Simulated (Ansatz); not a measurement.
A CCSD(T) single point on `[CH3][Al][O][SiH3]` radical.

```yaml
crystal:
  periodic: [false, false, false]
  atoms:
    - {symbol: C, position_ang: [0.243845, 1.981760, -1.341353]}
    - {symbol: Al, position_ang: [1.086542, 0.300647, -0.766120]}
    - {symbol: O, position_ang: [0.194202, -0.660681, 0.309096]}
    - {symbol: Si, position_ang: [-0.287918, -1.859424, 1.294042]}
    - {symbol: H, position_ang: [-0.700965, 1.751771, -1.844474]}
    - {symbol: H, position_ang: [0.014824, 2.586093, -0.457746]}
    - {symbol: H, position_ang: [0.869770, 2.565985, -2.016892]}
    - {symbol: H, position_ang: [0.686796, -2.984589, 1.283779]}
    - {symbol: H, position_ang: [-1.610998, -2.377760, 0.854688]}
    - {symbol: H, position_ang: [-0.412997, -1.355001, 2.687877]}
basis:
  gaussian: {orbitals: def2-SVP}
magnetization: {spin_polarized: true, initial_magnetization: 1}
correlation: {method: ccsd_t}
scf: {omitted_lower_state_checks: [cluster_reference]}
```

```sh
$ ansatz run in.yaml --threads 4 --pin off --events-out ev --progress --plain
```

Log, shortened:

```
Functional definition: HF
906 factors; integrals over basis functions are off by at most 1.2e-3 eV
mean field evaluation 1: about -17598.3191 eV, gradient 3.0e1 eV
mean field evaluation 2: about -17598.3233 eV, gradient 3.0e1 eV
mean field evaluation 4: about -17602.6917 eV, gradient 3.0e0 eV
mean field evaluation 8: about -17602.8168 eV, gradient 1.9e-1 eV
mean field -17602.81804861 eV, -646.8916316676 hartree, gradient 1.6e-6 eV, S^2 0.755311; 0 other end points of the search recorded, 0 dependent functions left out
12 core orbitals not correlated: weight in the atoms' cores, before any rotation towards them, 1.000 or more for the frozen orbitals, at most 0.000 for the correlated occupied ones
reference -17602.81804861 eV, -646.8916316676 hartree; 12, 11 occupied and 70, 71 virtual orbitals, 906 factors
second order -12.86869782 eV of doubles, -0.00000000 eV of singles
cycle   1  -13.60856348 eV  change   -7.4e-1 eV  update   9.4e-2
cycle   2  -14.00713480 eV  change   -4.0e-1 eV  update   3.0e-2
cycle   3  -14.12201208 eV  change   -1.1e-1 eV  update   1.7e-2
cycle   4  -14.12059889 eV  change    1.4e-3 eV  update   5.6e-3
cycle   5  -14.11900579 eV  change    1.6e-3 eV  update   2.6e-3
cycle   6  -14.11924312 eV  change   -2.4e-4 eV  update   1.0e-3
cycle   7  -14.11928417 eV  change   -4.1e-5 eV  update   4.1e-4
cycle   8  -14.11941529 eV  change   -1.3e-4 eV  update   1.4e-4
cycle   9  -14.11944548 eV  change   -3.0e-5 eV  update   5.1e-5
cycle  10  -14.11942432 eV  change    2.1e-5 eV  update   1.8e-5
perturbative correction -0.33977777 eV, -0.0124866028 hartree
Total energy: -17617.27725070 eV, -647.4229975437 hartree
Checks for a lower state left out: cluster_reference
```

It took 6 s on 4 threads of a server CPU on a shared host, with 0.64 GiB of host memory at the peak.

MP2 recovers 89.0 % of the CCSD(T) correlation energy and the triples give 2.3 %; T1 = 0.0141.
